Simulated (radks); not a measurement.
Results of a calculation; reference values are marked as such.
Question: These are the eigenvalues of the occupied orbitals of an atom or ion with whole-number occupations (hartree). Level of theory: scalar-relativistic Kohn-Sham, BLYP, spin-unpolarised, spherical densities, finite nucleus; Fermi nuclear charge, rms radius of each element as measured or else 0.836 A^(1/3) + 0.57 fm (a radial shooting solver on a logarithmic mesh with Libxc functionals).

orbital  eigenvalue
1s        -2713.165
2s        -535.6472
2p        -477.8319
3s        -181.1252
3p        -163.9842
3d        -145.2001
4s        -87.43639
4p        -80.93335

Which element is it, and in what charge state? The configuration may be excited.

Answer: Z = 75, rhenium, charge +44: Re44+ in [Ar] 3d10 4s2 4p1. The list shows which subshells hold electrons but not how many an open one holds; the 1s level, -2713.2 hartree, gives Z - s = 73.7 by -(Z - s)^2/2, which with screening and relativity narrows Z to a few neighbours, and the depths of the outer levels then fix element, charge and occupations together.
